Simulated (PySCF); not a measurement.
## In (indium, neutral) across methods

[Kr] 4d10 5s1 5p2, high-spin 4P determinant (an excited configuration). Computed with PySCF 2.14 in x2c-TZVPPall (8s6p4d2f, 60 functions), with the spin-free X2C one-electron Hamiltonian (Gaussian nucleus). The B2PLYP total includes its PT2 part (frozen core); its orbital energies are those of the SCF part.

```csv
method,E (hartree),mean ε 4d β (eV),mean ε 5s α (eV),mean ε 5p α (eV),Σ⟨r²⟩ (bohr²),⟨S²⟩
M06-L,-5880.63,-20.447,-9.689,-3.647,62.69,3.753
wB97M-V,-5880.35,-24.702,-13.419,-6.382,61.32,3.752
LDA,-5874.90,-19.882,-9.968,-3.803,61.56,3.751
PBE0,-5880.41,-22.135,-11.003,-4.565,61.47,3.752
r2SCAN,-5880.77,-20.207,-10.177,-3.976,61.26,3.753
CAM-B3LYP,-5881.06,-23.552,-12.450,-5.558,61.39,3.751
PBE,-5880.32,-19.691,-9.722,-3.709,61.66,3.752
UHF,-5878.13371,-28.543,-14.219,-6.758,62.52,3.754
```

**Question.** Estimate the same row for B2PLYP.

**Answer.** E (hartree) = -5880.08; mean ε 4d β (eV) = -24.501; mean ε 5s α (eV) = -12.116; mean ε 5p α (eV) = -5.220; Σ⟨r²⟩ (bohr²) = 61.90; ⟨S²⟩ = 3.752.
